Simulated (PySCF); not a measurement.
Si(F)2(Br)(OH) (BrF₂HOSi), SMILES O[Si](Br)(F)F. Atoms are numbered in the order given.

```xyz
6

O      1.5381    -1.3390     0.0000
Si    -0.0009    -0.8007     0.0000
F     -0.8081    -1.3461     1.2796
F     -0.8081    -1.3461    -1.2796
Br     0.0159     1.3841     0.0000
H      1.6954    -2.2919     0.0000
```
Charge 0, spin multiplicity 1.

Coordinates come from a B3LYP-D3(BJ)/def2-SVP optimisation. This is a generated structure with no PubChem entry under its InChIKey; it may be hypothetical. The values are those of a single conformer.

Method: TDA-PBE/def2-SVPD (PySCF 2.14.0).

Vertical excitations. The molecule is in vacuum. State labels are in the subgroup Cs.

Computed lowest excited states:
```
state  symmetry  energy (eV)  λ (nm)      f                            main pairs
-----  --------  -----------  ------  -----  ------------------------------------
S1           A"         6.54     190  0.011                        HOMO→LUMO 99 %
S2           A'         6.57     189  0.020                      HOMO−1→LUMO 99 %
S3           A"         7.54     165  0.014                      HOMO−2→LUMO 94 %
S4           A"         7.77     160  0.023                      HOMO→LUMO+1 93 %
S5           A'         7.82     159  0.012                    HOMO−1→LUMO+1 95 %
S6           A"         8.31     149  0.003                      HOMO→LUMO+2 97 %
S7           A'         8.33     149  0.037                      HOMO−3→LUMO 94 %
S8           A'         8.41     147  0.004  HOMO−1→LUMO+2 83 %, HOMO→LUMO+3 13 %
S9           A"         8.50     146  0.000                    HOMO−1→LUMO+3 98 %
S10          A'         8.59     144  0.016    HOMO−4→LUMO 49 %, HOMO→LUMO+3 43 %
T1           A"         6.23     199      0                        HOMO→LUMO 99 %
T2           A'         6.25     198      0                      HOMO−1→LUMO 99 %
T3           A"         7.21     172      0                      HOMO−2→LUMO 98 %
T4           A'         7.51     165      0                    HOMO−1→LUMO+1 96 %
```
Triplets are in the Tamm–Dancoff approximation.
